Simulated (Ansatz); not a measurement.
Reaction (ligand exchange at a Ge–C bond): `C[SiH2][GeH2][CH3]` + PH₃ → `C[SiH2][GeH2][PH2]` + CH₄

Computed with Ansatz on PBE0-D4/def2-TZVP structures; ΔE is electronic, products minus reactants. CCSD(T)/CBS adds triple-zeta CCSD(T) − MP2 to the extrapolated MP2 energy (def2 sets, frozen cores). This one scheme is used for every species. DFT in def2-TZVPP. B3LYP here is the variant with VWN-RPA as its local correlation; programs differ in this. For Ge outer-core shells are correlated without core-valence functions, which leaves a few kJ/mol of doubt a bond. Scalar relativity is left out up to krypton. Each species was taken in one conformer, which may not be the lowest.

`C[SiH2][GeH2][CH3]`:

Z-matrix (Å, degrees):
```
C
Si 1 1.878
H 1 1.092 2 110.8
H 1 1.092 2 110.9 3 -120.1
H 1 1.092 2 110.7 3 119.9
Ge 2 2.382 1 111.1 3 -60.3
H 2 1.491 1 109.8 3 179.5
H 2 1.490 1 110.1 3 61.4
C 6 1.962 2 111.2 1 -57.5
H 6 1.545 2 109.8 1 63.0
H 6 1.543 2 110.6 1 -179.0
H 9 1.090 6 110.3 2 179.6
H 9 1.091 6 110.3 2 59.7
H 9 1.091 6 110.2 2 -60.3
```

PH₃:

Z-matrix (Å, degrees):
```
P
H 1 1.420
H 1 1.420 2 93.1
H 1 1.420 2 93.1 3 93.3
```

`C[SiH2][GeH2][PH2]`:

Z-matrix (Å, degrees):
```
C
Si 1 1.875
H 1 1.092 2 110.9
H 1 1.092 2 110.8 3 120.1
H 1 1.092 2 110.7 3 -120.1
Ge 2 2.381 1 110.5 3 -59.8
H 2 1.489 1 110.4 3 -179.4
H 2 1.490 1 110.5 3 61.2
P 6 2.330 2 108.2 1 -58.0
H 6 1.543 2 111.3 1 64.6
H 6 1.541 2 111.5 1 -175.0
H 9 1.420 6 94.9 2 162.2
H 9 1.421 6 93.6 2 68.9
```

CH₄:

```xyz
5

C     0.000    0.000    0.000
H     0.025   -1.027    0.364
H    -0.840    0.526    0.454
H    -0.115   -0.001   -1.084
H     0.930    0.502    0.266
```

```json
{"level": "PBE-D4", "ΔE (kcal/mol)": "-13.3", "difference from CCSD(T)/CBS": "-1.8"}
{"level": "B3LYP-D4", "ΔE (kcal/mol)": "-12.5", "difference from CCSD(T)/CBS": "-1.0"}
{"level": "B3LYP", "ΔE (kcal/mol)": "-11.5", "difference from CCSD(T)/CBS": "0.0"}
{"level": "MP2/def2-TZVPP", "ΔE (kcal/mol)": "-11.3", "difference from CCSD(T)/CBS": "0.2"}
{"level": "SCS-MP2/def2-TZVPP", "ΔE (kcal/mol)": "-10.6", "difference from CCSD(T)/CBS": "0.9"}
{"level": "CCSD(T)/def2-TZVPP", "ΔE (kcal/mol)": "-10.7", "difference from CCSD(T)/CBS": "0.8"}
{"level": "HF/def2-QZVPP", "ΔE (kcal/mol)": "-10.1", "difference from CCSD(T)/CBS": "1.4"}
{"level": "MP2/def2-QZVPP", "ΔE (kcal/mol)": "-11.7", "difference from CCSD(T)/CBS": "-0.2"}
{"level": "HF/CBS(def2)", "ΔE (kcal/mol)": "-10.1", "difference from CCSD(T)/CBS": "1.4"}
{"level": "MP2/CBS(def2)", "ΔE (kcal/mol)": "-12.1", "difference from CCSD(T)/CBS": "-0.6"}
{"level": "CCSD(T)/CBS", "ΔE (kcal/mol)": "-11.5", "difference from CCSD(T)/CBS": "0"}
```

Largest T1 diagnostic among the species: 0.013.

The D4 term adds −1.0 kcal/mol with B3LYP and −0.5 kcal/mol with PBE0; it sums over pairs of atoms, weighted by their polarisabilities, and B3LYP, whose exchange is more repulsive, gets the larger term.
